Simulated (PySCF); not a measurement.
# The third ionisation energy along group 11

All values are computed (PySCF 2.14, energy differences of UHF-based or UKS calculations, no spin-orbit coupling). Values in eV. The last column holds reference values (NIST; (s) semi-empirical, (t) theoretical, else measured). Unmarked ones compare directly (S terms, centres of terms, or small fine structure); those marked * lie between the lowest fine-structure levels and include a spin-orbit shift.

```
                                                          element                 configurations  SCS-MP2 (valence)     LDA    PBE0  r2SCAN    MN15  MP2 (valence and next inner shell)         reference
                               Cu (def2-TZVPPD, non-relativistic)            [Ar] 3d9 → [Ar] 3d8             36.678  38.283  37.078  36.731  38.246                              37.501  36.841 ± 0.012 *
Ag (def2-TZVPPD with the def2 core potential (28 electrons), ECP)            [Kr] 4d9 → [Kr] 4d8             34.696  35.440  34.815  34.577  35.601                              34.804  34.8 ± 0.3 (s) *
Au (def2-TZVPPD with the def2 core potential (60 electrons), ECP)  [Xe] 4f14 5d9 → [Xe] 4f14 5d8             32.517  33.359  32.731  32.547  33.149                              32.635    30 ± 1.6 (t) *
```

"Valence" correlates the outer s and p shells and, in groups 3 to 12 and the f block, the outer d or f shell, open or full, or the next shell where the ion has no valence electron left; the wider scheme adds the next inner shell.
